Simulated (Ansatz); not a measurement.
Cost and result for the atomization energy of CH$_{2}$BNO (6 atoms, 7 bonds).

```xyz
6

B     0.245   -0.788    0.325
N    -0.906   -0.403   -0.528
C    -0.359    0.724   -0.273
O     0.585    0.539    0.736
H     0.880   -1.777    0.485
H    -0.445    1.705   -0.744
```

The species carries charge 0 and has multiplicity 1. The bonds changed during the relaxation, so this is another structure than the one it started from. All single points use the PBE0-D4/def2-TZVP geometry. Program: Ansatz. All runs use 2 threads of an Arm Neoverse V2 on a shared host. Times are those of one run each, without the atoms' runs, and a repeat can differ threefold. Electronic energies, without spin–orbit coupling; frozen cores. CCSD(T)/CBS adds CCSD(T) − MP2 in def2-TZVPP to the MP2 limit, and its time is that of the two runs behind it. T1 = 0.016. B3LYP takes the VWN-RPA correlation (the form of Gaussian; ORCA's B3LYP/G).

CCSD(T)/CBS is a level of theory with its own doubt, some kJ/mol a heavy atom from the limit and from the frozen cores, so smaller differences don't rank the functionals.

```json
{"level": "LDA (SPW92)/def2-TZVPP", "functions": "152", "wall time": "0.6 s", "atomization (kJ/mol)": "3020.7", "difference from CCSD(T)/CBS": "487.9", "per bond": "69.7"}
{"level": "CCSD(T)/def2-SVP", "functions": "66", "wall time": "0.95 s", "atomization (kJ/mol)": "2395.9", "difference from CCSD(T)/CBS": "-136.9", "per bond": "-19.6"}
{"level": "BLYP-D4/def2-TZVPP", "functions": "152", "wall time": "1.1 s", "atomization (kJ/mol)": "2581.6", "difference from CCSD(T)/CBS": "48.8", "per bond": "7.0"}
{"level": "PBE0-D4/def2-TZVPP", "functions": "152", "wall time": "1.1 s", "atomization (kJ/mol)": "2574.8", "difference from CCSD(T)/CBS": "42.0", "per bond": "6.0"}
{"level": "PBE-D4/def2-TZVPP (with forces)", "functions": "152", "wall time": "1.2 s", "atomization (kJ/mol)": "2671.1", "difference from CCSD(T)/CBS": "138.3", "per bond": "19.8"}
{"level": "BHLYP-D4/def2-TZVPP", "functions": "152", "wall time": "1.4 s", "atomization (kJ/mol)": "2422.3", "difference from CCSD(T)/CBS": "-110.5", "per bond": "-15.8"}
{"level": "CAM-B3LYP-D4/def2-TZVPP", "functions": "152", "wall time": "1.4 s", "atomization (kJ/mol)": "2564.2", "difference from CCSD(T)/CBS": "31.4", "per bond": "4.5"}
{"level": "B3LYP-D4/def2-TZVPP (with forces)", "functions": "152", "wall time": "1.6 s", "atomization (kJ/mol)": "2551.1", "difference from CCSD(T)/CBS": "18.3", "per bond": "2.6"}
{"level": "B2PLYP/def2-TZVPP", "functions": "152", "wall time": "2.4 s", "atomization (kJ/mol)": "2531.8", "difference from CCSD(T)/CBS": "-1.0", "per bond": "-0.1"}
{"level": "ωB97X-V/def2-TZVPP", "functions": "152", "wall time": "3.5 s", "atomization (kJ/mol)": "2561.1", "difference from CCSD(T)/CBS": "28.3", "per bond": "4.0"}
{"level": "MP2/def2-QZVPP", "functions": "288", "wall time": "6.5 s", "atomization (kJ/mol)": "2603.1", "difference from CCSD(T)/CBS": "70.3", "per bond": "10.0"}
{"level": "CCSD(T)/def2-TZVPP", "functions": "152", "wall time": "15 s", "atomization (kJ/mol)": "2452.3", "difference from CCSD(T)/CBS": "-80.5", "per bond": "-11.5"}
{"level": "CCSD(T)/CBS(def2)", "functions": "–", "wall time": "21 s", "atomization (kJ/mol)": "2532.8", "difference from CCSD(T)/CBS": "0.0", "per bond": "0.0"}
```

From BLYP to BHLYP (50 % exact exchange), in def2-TZVPP and without D4, the atomization energy moves by −149.2 kJ/mol: exact exchange takes away binding that semilocal exchange gives to molecules. The D4 term adds +13.4 kJ/mol with B3LYP and +6.7 kJ/mol with PBE0; it sums over pairs of atoms, weighted by their polarisabilities, and B3LYP, whose exchange is more repulsive, gets the larger term. At CCSD(T), def2-SVP lies −136.9 kJ/mol from the extrapolated value and def2-TZVPP −80.5 kJ/mol: correlation converges slowly with the basis, and small sets miss more of it in the bonded molecule than in its fragments.
